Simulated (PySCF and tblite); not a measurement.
C₈H₁₁NO, numbered as in [CH3:1][CH2:2][n:3]1[cH:4][cH:5][c:6]([C:7]([CH3:8])=[O:9])[cH:10]1. Level: PBE0-D3(BJ)/6-31G*//GFN2-xTB, thermal terms from GFN2-xTB, symmetry numbers and mirror pairs counted. Conformers within 2.5 kcal/mol (GFN2-xTB free energy) were kept, 5 at most. GIAO shieldings: PBE0/6-31G*. Shifts are against TMS (¹H), TMS (¹³C), NH3 (¹⁵N) at the same level. Programs: PySCF with density fitting and tblite.

Torsions listed: C1–C2–N3–C4, C5–C6–C7–O9. Of a mirror pair one member is shown.

| conformer | shape | point group | mirror pair | ΔE(DFT) | Δ(G−E) at 250 K | δ H5 (ppm) |
| --- | --- | --- | --- | --- | --- | --- |
| 1 | -87°, 179° | C1 | yes | 0.00 | 0.00 | 6.35 |
| 2 | 87°, 0° | C1 | yes | 0.50 | -0.07 | 6.77 |

Energies in kcal/mol; the thermal term leaves out symmetry numbers and mirror images.

Task: Work out the weights at 250 K and the ¹H shift of H5 under fast exchange.

Result: RT = 0.497 kcal/mol. Each conformer gets RT ln(σ/g), with σ the rotational symmetry number and g = 2 for a mirror pair: 1: σ = 1, g = 2, G = 0.00 + 0.00 − 0.34 = -0.34, 0.00 above the lowest, exp(−ΔG/RT) = 1.000; 2: σ = 1, g = 2, G = 0.50 − 0.07 − 0.34 = 0.09, 0.43 above the lowest, exp(−ΔG/RT) = 0.420. The sum is 1.420, so the weights are 70.5, 29.5 %. The averaged shift is 6.47 ppm. At 298.15 K it is 6.49 ppm. At 298.15 K the leading conformer alone gives 6.35 ppm and bare DFT energies give 6.47 ppm.


¹⁵N shifts are against a computed isolated NH3 molecule, about 20 ppm from the liquid.